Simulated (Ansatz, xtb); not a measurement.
# Ranking isomers of C3H9BGe

3 gas-phase structures of C3H9BGe, from a drawn sample of its isomers (lower ones may exist). Each was relaxed with GFN2-xTB:

A. `B[C@@H]1C[C@H]1[GeH3]`, a singlet
B. `B[C]1([GeH3])CC1`, a singlet
C. `B[C@@H]1C[C@@H]1[GeH3]`, a singlet

Question: Estimate their order in r2SCAN-D4/def2-SVP energy at these geometries, lowest first.

Answer: Calculated order at r2SCAN-D4/def2-SVP: A (0.000), C (0.062), B (0.188) eV.

Energies above the lowest of each column, in eV; the last columns are at B3LYP/def2-SVP geometries:

```csv
structure,GFN2-xTB,HF/STO-3G,r2SCAN-D4/def2-SVP,B3LYP/def2-SVP,CCSD(T)/def2-SVP + ΔMP2/def2-TZVPP
A,0.000,0.000,0.000,0.000,0.000
C,0.040,0.068,0.062,0.081,0.069
B,0.156,0.258,0.188,0.220,0.196
```

Every level run on A puts it lowest or level with the lowest. Flexible structures stand in one conformer each, not always the lowest. ΔMP2 is the change of the MP2 energy from the smaller to the larger basis.

Programs: Ansatz 0.2.0, xtb 6.7.1.
